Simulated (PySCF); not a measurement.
**Electron correlation in Ti⁺ (titanium, charge +1)**

[Ar] 3d2 4s1, high-spin 4F determinant. All numbers are calculated (PySCF 2.14, the non-relativistic Hamiltonian (point nucleus), in dyall-av2z (16s12p7d2f, 101 functions)). Frozen: [Ar]; 3 electrons correlated; the 25 highest virtual orbitals of each spin left out.

| level | correlation energy (mhartree) |
| --- | --- |
| CCSD | -12.88 |
| (T) | -0.07 |
| CCSD(T) | -12.95 |

Diagnostics: T1 = 0.0054, D1 = 0.0082, largest double amplitude 0.021.

Is a single reference adequate?

Yes: T1 lies below 0.03 and no double amplitude reaches 0.07.
